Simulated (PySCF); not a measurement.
Ligands exchanged one at a time, Si OCH3-SiH3. Gas-phase values, no solvent. One relaxed conformer stands for each flexible species; it need not be the lowest. Strings in code marks are SMILES.

Level of theory: PBE-D3(BJ)/def2-TZVP // B3LYP-D3(BJ)/def2-SVP (PySCF). All candidates: neutral, multiplicity 1. Excitations are Tamm–Dancoff values on a coarser integration grid. The basis has no diffuse functions, so Rydberg states are missing or too high.

T1 excitation (TDA): 6.52 eV
HOMO–LUMO gap: 6.61 eV
S1 excitation (TDA): 6.67 eV

Question: Identify which member has these values.
(A) `CO[Si]([SiH3])(OC)OC`
(B) `CO[Si](OC)(OC)OC`
(C) `CO[Si]([SiH3])([SiH3])[SiH3]` (C–O–Si–Si torsion 60°)
(D) `CO[Si]([SiH3])([SiH3])OC` (C–O–Si–Si torsion 79°, Si–Si–O–C torsion 178°)

Answer: B, `CO[Si](OC)(OC)OC`. The others give `CO[Si]([SiH3])([SiH3])OC` (C–O–Si–Si torsion 79°, Si–Si–O–C torsion 178°): 4.32 eV, 4.61 eV, 4.89 eV; `CO[Si]([SiH3])(OC)OC`: 5.48 eV, 5.81 eV, 6.08 eV; `CO[Si]([SiH3])([SiH3])[SiH3]` (C–O–Si–Si torsion 60°): 4.15 eV, 4.38 eV, 4.55 eV
